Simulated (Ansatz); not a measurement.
Species: sum formula H5SiN2O, charge 0, multiplicity 2. It need not be the lowest isomer of its formula. 
Geometry from a B3LYP-D3(BJ)/def2-TZVP (Ansatz, an electronic-structure program) optimisation:
```xyz
9

N     -0.8198    -1.1948     0.7906
Si     0.0672     0.1991     0.3257
N      1.3859    -0.3835    -0.6052
O     -0.6305     1.2907    -0.7229
H     -1.4337    -1.1924     1.5876
H     -1.0516    -1.9204     0.1261
H      1.8919     0.2432    -1.2112
H      1.9721    -1.1189    -0.2442
H     -1.2380     1.9237    -0.3321
```
Charge 0, spin multiplicity 2.

Atomisation energy built up term by term with Ansatz (kcal/mol; UHF references for open shells; valence terms freeze the core; atomic spin-orbit terms are left out). CBS marks a two-point X^-3 extrapolation of the correlation energy; Hartree-Fock from the larger set.

```tsv
term	basis	kcal/mol
Hartree-Fock	cc-pV(Q+d)Z	[?]
CCSD correlation	CBS(cc-pV(T+d)Z,cc-pV(Q+d)Z)	[?]
(T)	CBS(cc-pV(T+d)Z,cc-pV(Q+d)Z)	14.59
core correlation	cc-pwCVTZ	1.72
scalar relativity (X2C)	cc-pVTZ-DK against cc-pVTZ	-1.59
sum: De		[?]
```

Fill in the missing entries.


- Hartree-Fock, kcal/mol: 512.80
- CCSD correlation, kcal/mol: 236.29
- sum: De, kcal/mol: 763.8
